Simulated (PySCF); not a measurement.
One of the candidates below gave these computed data.

All candidates are C5H8Cl2Si.

* Dipole: 1.73 D [wB97X-D/def2-SVPD]
* NMR, other nuclei: isotropic shieldings of nuclei other than C and H, by class: 402 (1 Si), 733 (2 Cl) ppm [GIAO PBE0/pcSseg-1]
* 13C NMR: chemical shifts (computed TMS as zero) by class: 168.5 (1 C), 149.2 (1 C), 71.9 (1 C), 37.7 (1 C), 36.8 (1 C) ppm [GIAO PBE0/pcSseg-1]
* Polarisability: 108.7 au [wB97X-D/def2-SVPD]
* Triplet: lowest triplet excitation (Tamm–Dancoff): 4.11 eV [TDA wB97X-D/def2-SVPD]
* Rotational structure: rotational constants A, B, C: 1.684, 0.762, 0.747 GHz [GFN2-xTB]

The electronic properties come from PySCF, for the isolated species, density fitting. Levels stand in brackets. Isolated species at its GFN2-xTB geometry (one conformer only). NMR classes are plain means over equivalent atoms (diastereotopic ones count apart unless rotation or inversion swaps them), as if these changed places fast.

Task: Which candidate is it?
A. `C[C@@]1(Cl)C=C(Cl)C[SiH2]1`
B. `ClC(Cl)C=C1C[SiH2]C1`
C. `ClC(Cl)[SiH2]C1=CCC1`
D. `C[C@@H]1[SiH2][C@@H](Cl)C=C1Cl`
E. `ClC(Cl)C1=C[SiH2]CC1`

Result: C. It is `ClC(Cl)[SiH2]C1=CCC1`. Numbering: `[Cl:1][CH:2]([Cl:3])[SiH2:4][C:5]1=[CH:6][CH2:7][CH2:8]1`. Its formula, C5H8Cl2Si, gives 2 degrees of unsaturation: 1 ring and 1 π bond in the structure found. 5 carbons fall into 5 classes; from least to most shielded: alkene CH carbon [C6] (168.5 ppm), fully substituted alkene carbon [C5] (149.2 ppm), CHCl2 carbon [C2] (71.9 ppm), allylic carbon [C8] (37.7 ppm), allylic carbon [C7] (36.8 ppm). The other shieldings belong to: 402 ppm, SiH2 silicon [Si4]; 733 ppm, alkyl chlorine [Cl1/Cl3]. The optimised geometry has point group C1 and is an asymmetric top. NMR values of atoms bound to several Cl lack the spin–orbit term that these neighbours bring.

The others, at the same levels:
- `C[C@@H]1[SiH2][C@@H](Cl)C=C1Cl` fails: its computed 13C shifts are 159.4 (1 C), 137.5 (1 C), 47.5 (1 C), 29.8 (1 C), 18.8 (1 C) ppm, rotational constant A is 1.809 GHz (against 1.684 GHz) and smallest rotational constant is 0.608 GHz (against 0.747 GHz).
- `C[C@@]1(Cl)C=C(Cl)C[SiH2]1` fails: its computed 13C shifts are 150.7 (1 C), 145.1 (1 C), 63.8 (1 C), 32.2 (1 C), 23.6 (1 C) ppm, rotational constant A is 1.871 GHz (against 1.684 GHz) and smallest rotational constant is 0.683 GHz (against 0.747 GHz).
- `ClC(Cl)C=C1C[SiH2]C1` fails: its computed 13C shifts are 149.4 (1 C), 135.3 (1 C), 81.9 (1 C), 20.7 (1 C), 16.4 (1 C) ppm, static isotropic polarisability is 114.8 au (against 108.7 au) and rotational constant A is 2.370 GHz (against 1.684 GHz).
- `ClC(Cl)C1=C[SiH2]CC1` fails: its computed 13C shifts are 171.7 (1 C), 130.2 (1 C), 87.0 (1 C), 33.0 (1 C), 7.1 (1 C) ppm, static isotropic polarisability is 110.3 au (against 108.7 au) and rotational constant A is 2.099 GHz (against 1.684 GHz).

Each candidate is one conformer, not necessarily the lowest. The conformers computed, where there is a choice (atom-mapped SMILES and torsion angles):
- `[Cl:1][CH:2]([Cl:3])[SiH2:4][C:5]1=[CH:6][CH2:7][CH2:8]1`: Cl1–C2–Si4–C5 59°, C2–Si4–C5–C6 -166°
- `[Cl:1][CH:2]([Cl:3])[CH:4]=[C:5]1[CH2:6][SiH2:7][CH2:8]1`: Cl1–C2–C4–C5 119°

The conformers of `C[C@@H]1[SiH2][C@@H](Cl)C=C1Cl`, `C[C@@]1(Cl)C=C(Cl)C[SiH2]1` and `ClC(Cl)C1=C[SiH2]CC1` aren't listed.
